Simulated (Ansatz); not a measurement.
A run for Ansatz (a first-principles code): R-PBE0/def2-TZVPPD on C2H3F (SMILES C=CF) with ghost functions, monomers drawn apart or pushed together. Files ending in .json are basis or fitting sets from the Basis Set Exchange.

Ansatz 0.2 input:
```yaml
crystal:
  periodic: [false, false, false]
  atoms:
    - {symbol: C, position_ang: [0.88774213, -0.69437478, 3.01507658]}
    - {symbol: C, position_ang: [-0.38422702, -0.48736614, 3.27952514]}
    - {symbol: F, position_ang: [-1.27625983, -0.16089037, 2.30509131]}
    - {symbol: H, position_ang: [1.27997478, -0.61491233, 2.00988489]}
    - {symbol: H, position_ang: [1.55335426, -0.94897164, 3.82686443]}
    - {symbol: H, position_ang: [-0.86784620, -0.54177827, 4.24484884]}
basis:
  gaussian:
    orbitals: def2-TZVPPD.json
    ghost_atoms:
      - {symbol: O, position_ang: [0.33121130, -0.11506841, -0.57489067]}
      - {symbol: H, position_ang: [0.03161926, -0.85918360, -1.10668009]}
      - {symbol: H, position_ang: [-0.36169966, 0.02173450, 0.08274896]}
hamiltonian:
  xc: {name: PBE0}
scf: {lower_state_search: off}
```

Program output:

```
WARN ansatz: RAYON_NUM_THREADS=1 ignored (pool sized by the plan → 1); use --threads N
Functional definition: PBE0
these checks for a lower state are left out or cut short: stability, starts, cluster_reference, orbital_swaps, neighbouring_geometries, increment
integrals: 0.11 GiB planned
1008 factors; their error is unknown
mean field: 1.15 GiB planned
mean field evaluation 1: about -4831.5242 eV, gradient 4.4e1 eV
mean field evaluation 2: about -4830.7685 eV, gradient 4.4e1 eV
mean field evaluation 4: about -4835.6526 eV, gradient 2.8e0 eV
mean field evaluation 8: about -4835.6668 eV, gradient 3.4e-2 eV
mean field evaluation 16: about -4835.6696 eV, gradient 3.6e-6 eV
mean field -4835.66958530 eV, -177.7075795253 hartree, gradient 3.6e-6 eV, S^2 0.000000; 0 other end points of the search recorded, 0 dependent functions left out
reference -4835.66961523 eV, -177.7075806249 hartree; 12, 12 occupied and 227, 227 virtual orbitals, 1008 factors
Total energy: -4835.66961523 eV, -177.7075806249 hartree
Checks for a lower state left out: stability, starts, cluster_reference, orbital_swaps, neighbouring_geometries, increment
```

The calculation finished and met its thresholds.

Cost: about 4 core-seconds (a rough figure).
